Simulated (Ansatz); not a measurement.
Calculated with Ansatz (gas phase, PBE0-D4/def2-TZVP geometries, no zero-point term in ΔE). CCSD(T)/CBS adds triple-zeta CCSD(T) − MP2 to the extrapolated MP2 energy (def2 sets, frozen cores). This one scheme is used for every species. DFT in def2-TZVPP. B3LYP here is the variant with VWN-RPA as its local correlation; programs differ in this. For Ga outer-core shells are correlated without core-valence functions, which leaves a few kJ/mol of doubt a bond. Scalar relativity is left out up to krypton. Each species was taken in one conformer, which may not be the lowest.

Consider the ligand exchange at a Ga–O bond: `C[O][Ga]([OH])[SH]` + H–F → `[OH][Ga]([F])[SH]` + CH₃OH.

`C[O][Ga]([OH])[SH]`:

Z-matrix (Å, degrees):
```
C
O 1 1.407
H 1 1.095 2 109.5
H 1 1.095 2 110.1 3 118.8
H 1 1.098 2 113.4 3 -120.3
Ga 2 1.774 1 123.3 3 128.0
S 6 2.185 2 122.0 1 -0.8
O 6 1.775 2 117.6 1 179.5
H 7 1.344 6 91.6 2 -179.1
H 8 0.961 6 112.6 2 -0.0
```

H–F:

Z-matrix (Å, degrees):
```
F
H 1 0.920
```

`[OH][Ga]([F])[SH]`:

Cartesian coordinates in Å:
```
O 0.826 1.246 -0.137
Ga -0.430 -0.002 -0.115
F -2.020 0.466 -0.677
S -0.087 -2.033 0.562
H 0.508 2.091 -0.466
H 1.204 -1.769 0.833
```

CH₃OH:

Cartesian coordinates in Å:
```
C 0.218 -0.068 -0.273
O -0.588 -0.357 0.845
H 0.630 -1.015 -0.624
H 1.055 0.596 -0.025
H -0.353 0.380 -1.096
H -0.961 0.464 1.173
```

Task: Is it downhill or uphill in electronic energy at CCSD(T)/CBS, and by how much? (Best estimate.)

Result: Ansatz gave: Downhill: ΔE = -0.26 eV.

Task: What do these levels give: PBE0-D4, B3LYP-D4, ωB97M-V, B2PLYP, B3LYP, HF/def2-TZVPP, MP2/def2-TZVPP, MP2/def2-QZVPP, SCS-MP2/def2-QZVPP, HF/CBS(def2), MP2/CBS(def2), CCSD/CBS(def2)? (An estimate is asked.)

Result: The calculation gave: PBE0-D4 -0.33, B3LYP-D4 -0.34, ωB97M-V -0.37, B2PLYP -0.37, B3LYP -0.43, HF/def2-TZVPP -0.48, MP2/def2-TZVPP -0.25, MP2/def2-QZVPP -0.24, SCS-MP2/def2-QZVPP -0.30, HF/CBS(def2) -0.49, MP2/CBS(def2) -0.23, CCSD/CBS(def2) -0.29 eV.

Largest T1 diagnostic among the species: 0.014.

In def2-TZVPP, CCSD(T) changes the Hartree–Fock value by +0.20 eV (the triples alone add +0.03 eV) and MP2 by +0.23 eV. The D4 term adds +0.09 eV with B3LYP and +0.05 eV with PBE0; it sums over pairs of atoms, weighted by their polarisabilities, and B3LYP, whose exchange is more repulsive, gets the larger term.
